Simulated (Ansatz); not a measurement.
The lowest singlet and triplet of CH4Si (SMILES C[SiH]); geometries from B3LYP-D3(BJ)/def2-TZVP, each state relaxed from the structure named, with no frequency check.
Singlet at the triplet's geometry (charge 0, multiplicity 1):
```xyz
6

C     -1.116    -0.344     0.021
Si     0.667     0.297    -0.022
H     -1.291    -1.037    -0.805
H     -1.815     0.487    -0.076
H     -1.316    -0.852     0.966
H      1.779    -0.687     0.096
```

A positive gap puts the triplet lower; no zero-point energy. R- takes a restricted singlet. The triplet is unrestricted in single-reference levels. Active spaces average the two states.

Frozen-core correlation.

Codes used: Ansatz (Gaussian basis) for Hartree–Fock, density functionals and correlated methods. Each number belongs to the level named beside it.

R-PBE/def2-TZVPP gives -9.28 kcal/mol for the gap E(singlet) − E(triplet), vertical, at the triplet's geometry.

Task: How do the other levels lie against it? Give each less PBE: R-r2SCAN/def2-TZVPP, R-PBE0/def2-TZVPP, R-wB97M-V/def2-TZVPP, R-B2PLYP/def2-TZVPP, R-MP2/cc-pV(Q+d)Z, R-CCSD(T)/cc-pV(Q+d)Z, SC-NEVPT2 on SA-CASSCF(2,2)/cc-pV(Q+d)Z, FIC-MRCISD+Q on SA-CASSCF(2,2)/cc-pV(T+d)Z.

Result: R-r2SCAN/def2-TZVPP 5.25; R-PBE0/def2-TZVPP 1.15; R-wB97M-V/def2-TZVPP -8.29; R-B2PLYP/def2-TZVPP -3.85; R-MP2/cc-pV(Q+d)Z -1.70; R-CCSD(T)/cc-pV(Q+d)Z -4.95; SC-NEVPT2 on SA-CASSCF(2,2)/cc-pV(Q+d)Z -6.81; FIC-MRCISD+Q on SA-CASSCF(2,2)/cc-pV(T+d)Z -4.52 kcal/mol. 2 of 8 lie above PBE; the widest gap is to R-wB97M-V/def2-TZVPP.

Doubts at one or more of the structures used: a restricted determinant that unrestricted orbitals would lower (R-PBE/def2-TZVPP, R-r2SCAN/def2-TZVPP, R-PBE0/def2-TZVPP, R-B2PLYP/def2-TZVPP, R-MP2/cc-pV(Q+d)Z, R-CCSD(T)/cc-pV(Q+d)Z).

Ansatz is a quantum-chemistry and plane-wave program.
